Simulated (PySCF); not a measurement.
Stationary points of IS₃⁻

Method: PySCF, B3LYP, basis I def2-SVPD with ECP28, S def2-SVPD (scalar-relativistic core potentials, no spin–orbit coupling, density fitting).

Relaxations began from a few typed shapes. The search is not exhaustive: other isomers or separated fragments can lie lower, and high-lying points may rest on an excited occupation.

Problem. Order these stationary points by electronic energy, lowest first, in kJ/mol from the lowest minimum.
A. singlet C2v: I–S 2.389 Å, I–S 2.511 Å (×2); S–I–S 107.9° (×2), S–I–S 144.2°
B. singlet C3v: I–S 2.368 Å (×3); S–I–S 109.7° (×3)
C. singlet D3h: I–S 2.415 Å (×3); S–I–S 120.0° (×3)

Solution. B (0.0), A (114.5), C (115.8).

Problem. Which of them are minima?

Solution. By energy in kJ/mol, 0.0: minimum; 114.5: not settled, its softest mode being under 30 cm⁻¹; 115.8: saddle point, 1 imaginary mode.

Counting electrons, iodine keeps 2 of its valence electrons outside its bonds, so the VSEPR class is AX3E1 and the expected shape is trigonal pyramidal (C3v), as computed.

For the lowest minimum: the lowest empty level of this anion is unbound, so it and the gap depend on the basis.
